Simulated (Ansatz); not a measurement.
Cost and result for the atomization energy of FH$_{6}$NSi$_{2}$, SMILES `F[SiH2]N[SiH3]` (10 atoms, 9 bonds).

Z-matrix (Å, degrees):
```
Si
N 1 1.706
F 1 1.602 2 112.6
H 1 1.478 2 108.8 3 117.8
H 1 1.480 2 109.3 3 -117.5
Si 2 1.733 1 128.1 3 -87.6
H 2 1.011 1 115.6 3 85.3
H 6 1.487 2 110.9 1 -127.0
H 6 1.487 2 112.0 1 112.6
H 6 1.483 2 106.7 1 -7.3
```

Charge 0, multiplicity 1. The geometry is a stationary point of PBE0-D4/def2-TZVP. It is one conformer, not always the lowest. Program: Ansatz. Hardware: A = 2 threads of an AMD EPYC 7R13 on a shared host; B = 2 threads of an AMD EPYC 7R13 on a shared host and a share of an NVIDIA H100 80 GB. Times are those of one run each, without the atoms' runs, and a repeat can differ threefold. Electronic energies, without spin–orbit coupling; frozen cores. CCSD(T)/CBS extrapolates def2-TZVPP and def2-QZVPP, and its time is that of the two runs behind it. T1 = 0.011. B3LYP takes the VWN-RPA correlation (the form of Gaussian; ORCA's B3LYP/G). HSE06 is the plane-wave form, built on full-range PBE exchange.

CCSD(T)/CBS is a level of theory with its own doubt, some kJ/mol a heavy atom from the limit and from the frozen cores, so smaller differences don't rank the functionals.

```
                                 level  functions  wall time
                CCSD(T)/def2-TZVPP [B]        230        2 s
                BLYP-D4/def2-TZVPP [A]        230      2.3 s
                  CCSD(T)/def2-SVP [A]         94      4.5 s
           CAM-B3LYP-D4/def2-TZVPP [A]        230      4.6 s
r2SCAN-D4/def2-TZVPP (with forces) [A]        230        5 s
               HSE06-D4/def2-TZVPP [A]        230      5.5 s
 B3LYP-D4/def2-TZVPP (with forces) [A]        230        7 s
             r2SCANh-D4/def2-TZVPP [A]        230        7 s
                ωB97X-V/def2-TZVPP [A]        230        8 s
                 B97M-V/def2-TZVPP [A]        230        9 s
  ωB97M-V/def2-TZVPP (with forces) [A]        230       12 s
                CCSD(T)/def2-QZVPP [B]        434       13 s
                     CCSD(T)/CBS(def2)          –       15 s
```

Q: What atomization energy does each give, and how far from CCSD(T)/CBS? (Estimate.)

A: Computed: 
```
                                 level  atomization (kJ/mol)  difference from CCSD(T)/CBS  per bond
                CCSD(T)/def2-TZVPP [B]                3279.1                       -102.9     -11.4
                BLYP-D4/def2-TZVPP [A]                3346.4                        -35.6      -4.0
                  CCSD(T)/def2-SVP [A]                3100.3                       -281.7     -31.3
           CAM-B3LYP-D4/def2-TZVPP [A]                3390.7                          8.7       1.0
r2SCAN-D4/def2-TZVPP (with forces) [A]                3347.6                        -34.4      -3.8
               HSE06-D4/def2-TZVPP [A]                3312.1                        -69.9      -7.8
 B3LYP-D4/def2-TZVPP (with forces) [A]                3365.9                        -16.1      -1.8
             r2SCANh-D4/def2-TZVPP [A]                3330.7                        -51.3      -5.7
                ωB97X-V/def2-TZVPP [A]                3391.2                          9.2       1.0
                 B97M-V/def2-TZVPP [A]                3367.5                        -14.5      -1.6
  ωB97M-V/def2-TZVPP (with forces) [A]                3376.8                         -5.2      -0.6
                CCSD(T)/def2-QZVPP [B]                3342.0                        -40.0      -4.4
                     CCSD(T)/CBS(def2)                3382.0                          0.0       0.0
```

From PBE to PBE0 (25 % exact exchange), in def2-TZVPP and without D4, the atomization energy moves by −31.6 kJ/mol: exact exchange takes away binding that semilocal exchange gives to molecules. In def2-TZVPP, CCSD(T) changes the Hartree–Fock value by +780.2 kJ/mol (the triples alone add +35.1 kJ/mol) and MP2 by +806.4 kJ/mol; breaking electron pairs costs correlation energy, which Hartree–Fock lacks. At CCSD(T), def2-SVP lies −281.7 kJ/mol from the extrapolated value and def2-TZVPP −102.9 kJ/mol: correlation converges slowly with the basis, and small sets miss more of it in the bonded molecule than in its fragments.
